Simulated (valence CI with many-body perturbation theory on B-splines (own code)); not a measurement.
## Ladder of approximations for Eu³⁹⁺

Calculated by relativistic CI+MBPT: six valence electrons over a frozen Dirac-Fock core [Ar], radial functions for each j: 7 s, 7 p, 8 d, 6 f, 4 g, 1 h, with the one-electron correlation potential Σ1 (screened to all orders), the two-electron term Σ2, the three-electron term Σ3, Breit, model QED; selected single and double excitations, second order for the rest, scaled by the run's own slope (own B-spline code, finite nucleus).

No measured spectrum was set against this ion. As an estimate, large intervals hold to a few tenths of a per cent, small ones and those within an open d or f shell to about a per cent. Core correlation moves these levels by up to 8800 cm⁻¹, and in measured spectra 5 to 20 % of such shifts remained as error; rates that hang on mixing are uncertain with them. Among the levels kept, up to 970 cm⁻¹ of a level comes from second order outside the variational space, and about a tenth of that is noise between levels of different J, which matters for small intervals. Only levels of the ground parity were solved; by the run's estimate the other parity begins above the list, which can be wrong where configurations are misplaced.

Each rung adds one term. CI alone is the Dirac-Coulomb CI over the frozen core; QED comes last and gives the full result, which names the levels. Energies are above (3d3/2^4 3d5/2^2) J=4 on the same rung, in cm⁻¹.

Levels are named by their leading jj configuration (3d3/2^4 stands for four electrons in 3d with j = 3/2), which in mixed levels can hold well under half, so a name can repeat and another be missing. Letters in brackets count levels of one name in rising energy.

| Level | CI alone | + Σ1 | + Σ2 | + Σ3 | + Breit | Full |
| --- | --- | --- | --- | --- | --- | --- |
| (3d3/2^4 3d5/2^2) J=2 | 48460 | 48497 | 45189 | 44069 | 47413 | 47414 |
| (3d3/2^4 3d5/2^2) J=0 | 140944 | 141259 | 137642 | 137501 | 142484 | 142616 |
| (3d3/2^3 3d5/2^3) J=3 [a] | 207695 | 209037 | 211892 | 213222 | 208739 | 209465 |
| (3d3/2^3 3d5/2^3) J=4 [a] | 230978 | 232209 | 235328 | 235854 | 230306 | 230956 |
| (3d3/2^3 3d5/2^3) J=1 [a] | 236840 | 238211 | 239722 | 240342 | 238473 | 239203 |
| (3d3/2^3 3d5/2^3) J=5 | 286629 | 287943 | 291006 | 290865 | 280449 | 281128 |
| (3d3/2^3 3d5/2^3) J=6 | 289847 | 291173 | 296394 | 295031 | 280801 | 281488 |
| (3d3/2^3 3d5/2^3) J=2 [a] | 325732 | 327096 | 325297 | 324025 | 319685 | 320374 |
| (3d3/2^3 3d5/2^3) J=3 [b] | 332601 | 334002 | 333238 | 333650 | 327265 | 327976 |
| (3d3/2^3 3d5/2^3) J=0 | 407053 | 408359 | 400698 | 402071 | 399269 | 399894 |
| (3d3/2^3 3d5/2^3) J=2 [b] | 406269 | 407968 | 405841 | 407104 | 402235 | 403092 |
| (3d3/2^3 3d5/2^3) J=4 [b] | 415090 | 416650 | 416233 | 415707 | 407878 | 408650 |
| (3d3/2^3 3d5/2^3) J=1 [b] | 415183 | 416710 | 411868 | 413646 | 412334 | 413088 |
| (3d3/2^3 3d5/2^3) J=3 [c] | 441856 | 443299 | 438495 | 438975 | 434935 | 435628 |
| (3d3/2^2 3d5/2^4) J=2 [a] | 468815 | 471322 | 474396 | 474362 | 466195 | 467528 |
| (3d3/2^2 3d5/2^4) J=0 [a] | 486394 | 488967 | 491675 | 493886 | 487318 | 488684 |
| (3d3/2^2 3d5/2^4) J=4 [a] | 512717 | 515357 | 520550 | 520030 | 506882 | 508271 |
| (3d3/2^2 3d5/2^4) J=5 | 541347 | 544045 | 549969 | 549599 | 532363 | 533776 |
| (3d3/2^2 3d5/2^4) J=3 [a] | 538178 | 540765 | 542102 | 543265 | 532821 | 534173 |

Question: How does the ionisation energy move along the ladder, and which term matters most?

Answer: CI alone 2900.2, + Σ1 2902.4, + Σ2 2914.9, + Σ3 2915.2, + Breit 2914.2, + QED 2914.3 eV. The largest step is Σ2, 12.5 eV. NIST lists 2914 ± 4 eV (theoretical).
